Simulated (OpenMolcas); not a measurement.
# Lines of F³⁺: computed and rescaled rates

```
Program             : OpenMolcas
Method              : SS-RASPT2, IPEA 0.25 Eh, imaginary shift 0.1 Eh (closed shells correlated: 1s)
Basis               : ANO-RCC-VTZP [4s3p2d1f]
Scalar Hamiltonian  : DKH2, point nucleus
Active space        : 4 electrons in 9 orbitals (RAS2 2s 2p; RAS3 3d, at most 2 electrons)
State averaging     : 2S+1 = 3 even, 3 roots; 2S+1 = 1 even, 6 roots; 2S+1 = 5 odd, 1 root; 2S+1 = 3 odd, 9 roots; 2S+1 = 1 odd, 8 roots
Spin-orbit coupling : state interaction with AMFI integrals over the reference wave functions, term energies averaged over their components
```

Rates come from the transition moments of the reference wave functions (E1 and E2 in the length form). At fixed line strength A goes as λ^-3 for E1 and M1 and as λ^-5 for E2, so a rate at the computed wavelength can be rescaled to the measured one. Measured vacuum wavelengths follow from level energies in Moore, Atomic Energy Levels, vol. I, NSRDS-NBS 35 (1971 reprint of NBS Circular 467, 1949). Branching counts decays inside the model space alone, at computed energies, and the table is only a selection of the E1 lines, drawn from those between levels with measured partners whose computed energy lies within a factor of 1.5 of the measured one.

| Upper | Lower | Type | λ computed (nm) | λ measured (nm) | A computed (s-1) | A rescaled (s-1) | Branching % |
| --- | --- | --- | --- | --- | --- | --- | --- |
| 2s 2p3 3D* 1 | 2s2 2p2 3P2 | E1 | 67.55 | 67.89 | 2.12e+07 | 2.09e+07 | 2.5 |
| 2s 2p3 3D* 2 | 2s2 2p2 3P2 | E1 | 67.55 | 67.9 | 1.98e+08 | 1.95e+08 | 23.4 |
| 2s 2p3 3D* 3 | 2s2 2p2 3P2 | E1 | 67.55 | 67.92 | 8.42e+08 | 8.28e+08 | 100.0 |
| 2s 2p3 3D* 1 | 2s2 2p2 3P1 | E1 | 67.35 | 67.72 | 3.47e+08 | 3.41e+08 | 40.8 |
| 2s 2p3 3D* 2 | 2s2 2p2 3P1 | E1 | 67.35 | 67.72 | 6.49e+08 | 6.38e+08 | 76.6 |
| 2s 2p3 3D* 1 | 2s2 2p2 3P0 | E1 | 67.25 | 67.61 | 4.83e+08 | 4.75e+08 | 56.8 |
| 2s 2p3 3P* 1 | 2s2 2p2 3P2 | E1 | 56.76 | 57.26 | 9.36e+08 | 9.12e+08 | 40.9 |
| 2s 2p3 3P* 2 | 2s2 2p2 3P2 | E1 | 56.76 | 57.27 | 1.73e+09 | 1.68e+09 | 75.8 |
| 2s 2p3 3P* 1 | 2s2 2p2 3P1 | E1 | 56.62 | 57.14 | 5.94e+08 | 5.78e+08 | 26.0 |
| 2s 2p3 3P* 2 | 2s2 2p2 3P1 | E1 | 56.62 | 57.14 | 5.52e+08 | 5.37e+08 | 24.2 |
| 2s 2p3 3P* 1 | 2s2 2p2 3P0 | E1 | 56.55 | 57.06 | 7.57e+08 | 7.37e+08 | 33.1 |
| 2s 2p3 1P* 1 | 2s2 2p2 1S0 | E1 | 48.65 | 49.06 | 2.72e+09 | 2.65e+09 | 20.5 |
| 2s 2p3 1P* 1 | 2s2 2p2 1D2 | E1 | 42.64 | 43.08 | 1.06e+10 | 1.03e+10 | 79.5 |

The largest correction is for 2s 2p3 1P* 1 → 2s2 2p2 1D2 (E1): 1.06e+10 × (42.64 / 43.08)^3 = 1.03e+10 s-1, a factor of 0.97.

The computed rate and branching of 2s 2p3 3D* 3 → 2s2 2p2 3P2 give the upper level a radiative lifetime of 1.000 / 8.42e+08 s-1 = 1.19e-09 s, counting decays inside the model space alone. The rescaled rate gives about 1.2e-09 s.

The computed order of these levels differs from the measured one in 3 places, and where term gaps are wrong the rates of spin-changing lines can be off by large factors.

No measured rate stands beside these. Rescaling mends the energy factor alone: line strengths can still be far off where a level mixes with configurations outside the active space, and weak or spin-changing lines hang on small mixing coefficients that depend on the term gaps too, so rescaling need not improve them.

Active for correlation alone: 3d; no level in the range computed is led by a configuration that fills it, so any true level of that kind is missing. Measured partners are found by configuration, term and J. A level has none where our copy of the source lacks it or the pairing is in doubt (some pairs that miss far off the trend of their configuration count as doubtful). Only configurations of the active space appear.

* marks odd parity.
